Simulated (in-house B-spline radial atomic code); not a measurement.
How G0W0 and RPA depend on the start: Ni¹⁰⁺

Configuration [Ne] 3s2 3p6. Computed with a B-spline radial code for spherical atoms: all electrons, scalar-relativistic (spin-free one-electron X2C), finite nucleus, each spin shell either full or empty, empty states to l = 9 with an (l + 1/2)⁻⁴ tail; G0W0 by contour deformation at full frequency.

```tsv
start	mean-field 3p (eV)	G0W0 (eV)	QP weight	RPA correlation (Eh)
Hartree-Fock	-320.37	?	?	?
PBE	-304.66	?	?	?
LDA VWN5	-304.49	-320.71	0.964	-1.3285
wB97X	-311.07	-320.68	0.972	-1.2737
```

Question: What G0W0 level, weight and RPA correlation energy follow from the Hartree-Fock start?

Answer: G0W0 level -321.13 eV, weight 0.979, RPA correlation -1.1888 hartree.

Question: What G0W0 level, weight and RPA correlation energy follow from the PBE start?

Answer: G0W0 level -320.62 eV, weight 0.964, RPA correlation -1.3263 hartree.

Question: How much of the dependence on the start does G0W0 remove?

Answer: The mean-field levels span 15.9 eV and the G0W0 levels 0.51 eV. Against 319.5 ± 0.7 eV (NIST, semi-empirical) the G0W0 removal energies are off by +1.12 to +1.63 eV, with spin-orbit coupling, Breit and QED terms left out.
